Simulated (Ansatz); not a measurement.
One change: `[MgH2]` becomes `[CdH2]`.

Ansatz, PBE0-D4/def2-TZVP geometries, multiplicity 1. 

Elements past krypton have def2 core potentials.

| property | `[MgH2]` |
| --- | --- |
| HOMO–LUMO gap (ωB97M-V/def2-TZVPP) / eV | 10.12 |
| size of the dipole moment (B3LYP/def2-TZVPP) / D | 0.00 |
| LUMO energy (ωB97M-V/def2-TZVPP) / eV | 0.75 |
| HOMO energy (PBE/def2-TZVPP) / eV | -6.04 |
| size of the dipole moment (PBE/def2-TZVPP) / D | 0.00 |
| HOMO energy (PBE0/def2-TZVPP) / eV | -7.21 |

Task: Give the same properties after the change, and the shifts. (An estimate is asked.)

Result: Ansatz gave: 
| property | `[CdH2]` | shift |
| --- | --- | --- |
| HOMO–LUMO gap (ωB97M-V/def2-TZVPP) / eV | 10.62 | 0.50 |
| size of the dipole moment (B3LYP/def2-TZVPP) / D | 0.00 | 0.00 |
| LUMO energy (ωB97M-V/def2-TZVPP) / eV | 0.66 | -0.09 |
| HOMO energy (PBE/def2-TZVPP) / eV | -6.68 | -0.64 |
| size of the dipole moment (PBE/def2-TZVPP) / D | 0.00 | 0.00 |
| HOMO energy (PBE0/def2-TZVPP) / eV | -7.79 | -0.58 |

With PBE0 the HOMO falls by 0.58 eV and the LUMO falls by 0.18 eV, so the gap widens by about 0.40 eV. PBE moves the HOMO by -0.64 eV and ωB97M-V by -0.58 eV.

B3LYP here is the variant with VWN-RPA as its local correlation; programs differ in this.
